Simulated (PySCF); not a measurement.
Dipole response of Xe (xenon, neutral)

[Xe], closed-shell 1S. Computed with PySCF 2.14 in aug-cc-pwCVTZ-DK3, with scalar relativity by spin-free X2C-1e. Coupled (time-dependent) response in atomic units; α is the mean over directions.

| method | mean α (bohr³) | C₆ (like pair) | S(−4) |
| --- | --- | --- | --- |
| CAM-B3LYP | 27.55 | 294.1 | 129.7 |

S(−4) is the Cauchy moment in α(ω) = α(0) + S(−4) ω² + …

Reference α: 27.32 ± 0.2 bohr³ (recommended; Schwerdtfeger and Nagle, table of static dipole polarizabilities (2023 update)). Published C₆: 302.0 (Gould and Bucko (2016)).

α(iu) at CAM-B3LYP:

```tsv
u (hartree)	α(iu) (bohr³)
0	27.55
0.0500	27.23
0.100	26.32
0.200	23.35
0.300	19.85
0.500	13.83
0.750	9.082
1.00	6.357
1.50	3.663
2.00	2.443
3.00	1.373
5.00	0.6443
```

A single London oscillator, α(iu) = α/(1 + u²/ω²), gives C₆ = (3/4) ω α². Matching the computed C₆ needs ω = 4 × 294.1 / (3 × 27.55²) = 0.517 hartree.
